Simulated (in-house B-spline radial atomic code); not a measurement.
RPA and G0W0 on LDA VWN5: the indium ion In⁸⁺

Configuration [Kr] 4d5, highest spin, mean-field start LDA VWN5. Computed with an all-electron radial atomic-structure program (B-spline basis): all electrons, scalar-relativistic (spin-free one-electron X2C), finite nucleus, each spin shell either full or empty, empty states to l = 9 with an (l + 1/2)⁻⁴ tail; G0W0 by contour deformation at full frequency.

Command:
```bash
python run_gw.py task.json out
```
Settings (radii: box in bohr, nucleus in fm):
```
Z                        49
electrons                41
configuration            [Kr] 4d5
hamiltonian              x2c
method                   lda,vwn
lmax                     9
rms_radius               4.6156
spin_polarised           True
box_radius               7.7
intervals                66
```

Run time, properties included: 6.4 s on 1 thread of Arm Neoverse N1, with other jobs on the host.

Energies (hartree):

```json
{"term": "mean-field total", "value": "-5856.12648"}
{"term": "Hartree-Fock functional on these orbitals", "value": "-5859.79220"}
{"term": "direct second order", "value": "-3.5742"}
{"term": "second-order exchange", "value": "1.024"}
{"term": "SOSEX correction", "value": "0.96616"}
```

**Question.** What is the RPA correlation energy, and what remains with SOSEX?

**Answer.** RPA gives -3.2172 hartree (-2.14 eV per electron); RPA + SOSEX gives -2.2511, and the second-order doubles -2.5502 hartree (no singles). SOSEX takes back 30 % of the RPA value.

Quasi-particle levels (eV):

```
  level  occupied  mean field  Σx - vxc     Σc  QP weight     G0W0
  4d up       yes     -146.77    -11.44      ?          ?        ?
4p down       yes     -206.28    -11.31  -0.49      0.960  -218.07
4d down        no     -141.48     14.16  -4.13      0.968  -131.46
```

G0W0 = mean field + (Σx - vxc) + Σc, with Σc (partial-wave tail included) taken at the quasi-particle energy. Only the outer levels were computed. Levels of low weight are left out.

**Question.** Where does G0W0 put 4d up?

**Answer.** At -158.28 eV, with Σc = -0.07 eV and a quasi-particle weight of 0.968. The tabulated removal energy is 156 ± 2.2 eV (NIST, tabulated theory); the calculation leaves out spin-orbit coupling, Breit and QED terms, and what these don't explain is the method's own error.
